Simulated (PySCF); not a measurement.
C₄H₄, SMILES C=C1C=C1. The structure is a stationary point at B3LYP-D3(BJ)/def2-SVP.

### Question
Give the equilibrium geometry at B3LYP-D3(BJ)/def2-SVP (PySCF confirms it by a frequency run) as Cartesian coordinates in Å, and its point group. (Estimate from the structure and the level; the computed values follow.)

### Answer
point group C2v.
```xyz
8

C      0.0000     0.0000     1.5957
C      0.0000     0.0000     0.2626
C      0.0000     0.6616    -1.0217
C      0.0000    -0.6616    -1.0217
H      0.0000    -0.9376     2.1554
H      0.0000     0.9376     2.1554
H      0.0000     1.5835    -1.6001
H      0.0000    -1.5835    -1.6001
```
Charge 0, spin multiplicity 1.
